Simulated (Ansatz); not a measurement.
Two structures of SiNH4O2F, singlet, reached by relaxing down either side of one saddle point (PBE0-D4/def2-TZVP). Energies are electronic, without zero-point energy. Program: Ansatz 0.2.0. Basis: def2-TZVPP and def2-QZVPP. Cores are frozen in the correlated methods. Extrapolation: Hartree–Fock as exp(−7.88 √X), correlation as X^−2.97. First:

| atom | x (Å) | y (Å) | z (Å) |
| --- | --- | --- | --- |
| Si1 | -0.5375 | 0.2204 | 0.2071 |
| F2 | 1.7066 | -1.9231 | 0.4451 |
| N3 | 0.6062 | 0.5408 | -0.9451 |
| H4 | 1.4102 | -0.0677 | -1.0035 |
| O5 | -1.7156 | 1.3156 | 0.1093 |
| O6 | -0.4760 | -0.9348 | 1.2020 |
| H7 | 0.5759 | 1.2978 | -1.6046 |
| H8 | -2.4385 | 1.2260 | 0.7356 |
| H9 | 0.8687 | -1.6748 | 0.8539 |

Second:

```tsv
atom	x (Å)	y (Å)	z (Å)
Si1	-0.5102	0.3676	0.0544
F2	1.8781	-1.4913	-0.0758
N3	0.6861	0.5152	-0.9817
H4	1.5736	-0.6831	-0.5732
O5	-1.8305	1.2665	0.2420
O6	-0.4752	-0.8373	1.1127
H7	0.7909	1.2175	-1.6933
H8	-2.4485	1.0158	0.9341
H9	0.3357	-1.3709	0.9808
```

(1) Which bonds change from the first to the second?

(2) Give the saddle point's structure and its height above each. (To be estimated.)

The search had been set up for a 1,2-elimination (forming F2–H4, breaking Si1–F2, N3–H4); from that guess it ended on this step instead.

No T1 diagnostic of these runs exceeds 0.014.

Answers

(1) SiNH₃O₂ ([NH2][Si]([O])[OH]) + HF → SiNH₃O₂ ([NH][Si]([OH])[OH]) + HF; bonds formed: F2–H4, O6–H9; bonds broken: F2–H9, N3–H4.

(2) The calculation gives: 0.849 eV above the first and 0.196 eV above the second (CCSD(T) at an estimated basis limit (MP2 extrapolated from triple and quadruple zeta, plus CCSD(T) − MP2 in triple zeta)).
Si1  (-0.512, 0.309, 0.110)
F2  (1.713, -1.469, 0.028)
N3  (0.693, 0.465, -0.940)
H4  (1.394, -0.492, -0.610)
O5  (-1.799, 1.256, 0.226)
O6  (-0.399, -0.904, 1.119)
H7  (0.861, 1.132, -1.670)
H8  (-2.454, 1.053, 0.900)
H9  (0.502, -1.350, 0.837)
(Å)

Labels in which every atom is bracketed show which atoms are joined, not bond orders.

For scale, one of the runs: CCSD(T)/def2-TZVPP, 222 basis functions, launched by `ansatz run in.yaml --threads 4 --pin off --events-out ev --progress --plain --max-ram 9574MiB`. Hardware: 4 CPU threads of an Intel Xeon, shared host. Wall time 2.1 min; peak host memory 3.7 GiB.
